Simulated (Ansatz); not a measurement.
# Ansatz input wanted

C5H8O2: 15 atoms, total charge 0, spin state triplet. SMILES of the parent species: `CC(=O)CC(C)=O`. Geometry: relaxed at PBE0-D4/def2-TZVP. This is one conformer, not always the lowest. That shape belongs to the parent species and isn't relaxed for this state.

```xyz
15

C    -1.2468    1.4050   -1.1974
C    -0.0470    0.5117   -1.1132
O     1.0383    0.8182   -1.5368
C    -0.2573   -0.8170   -0.3987
C     0.0254   -0.5799    1.0792
C     1.4483   -0.7653    1.5099
O    -0.8515   -0.2241    1.8247
H    -0.9642    2.3870   -1.5716
H    -1.9861    0.9542   -1.8666
H    -1.7190    1.4837   -0.2141
H    -1.2889   -1.1545   -0.4980
H     0.4395   -1.5428   -0.8177
H     1.5848   -0.4169    2.5317
H     2.1146   -0.2336    0.8246
H     1.7100   -1.8258    1.4440
```

Settings wanted:

* basis set: 6-31G*
* core potential: none
* integral approximation: none
* task: energy
* method: DFT
* functional: PBE0
* dispersion: none
* reference: UKS
* accuracy: high
* d and f functions: spherical

Question: Write the Ansatz 0.2.0 input and the command.

Answer: One that was run (others would do as well):

run.yaml:
```yaml
crystal:
  periodic: [false, false, false]
  atoms:
    - {symbol: C, position_ang: [-1.246790, 1.404960, -1.197430]}
    - {symbol: C, position_ang: [-0.047030, 0.511730, -1.113160]}
    - {symbol: O, position_ang: [1.038310, 0.818220, -1.536800]}
    - {symbol: C, position_ang: [-0.257300, -0.817030, -0.398680]}
    - {symbol: C, position_ang: [0.025440, -0.579860, 1.079180]}
    - {symbol: C, position_ang: [1.448310, -0.765260, 1.509870]}
    - {symbol: O, position_ang: [-0.851520, -0.224100, 1.824690]}
    - {symbol: H, position_ang: [-0.964220, 2.386950, -1.571630]}
    - {symbol: H, position_ang: [-1.986100, 0.954180, -1.866590]}
    - {symbol: H, position_ang: [-1.719030, 1.483740, -0.214080]}
    - {symbol: H, position_ang: [-1.288930, -1.154460, -0.498010]}
    - {symbol: H, position_ang: [0.439550, -1.542820, -0.817740]}
    - {symbol: H, position_ang: [1.584770, -0.416860, 2.531720]}
    - {symbol: H, position_ang: [2.114560, -0.233550, 0.824620]}
    - {symbol: H, position_ang: [1.709980, -1.825820, 1.444030]}
basis:
  gaussian: {orbitals: 6-31G_st_-spherical.json}
magnetization: {spin_polarized: true, initial_magnetization: 2}
hamiltonian: {xc: {name: PBE0}}
accuracy: high
output: {orbitals: {seedname: orbitals}}
```

```bash
$ ansatz run run.yaml --threads 1 --pin off --max-ram 3480MiB --events-out events.jsonl --progress --plain --runs-dir runs
```

(Basis files named in the input come from the Basis Set Exchange and aren't shown.)

Calculated total energy: -345.25637 Eh.
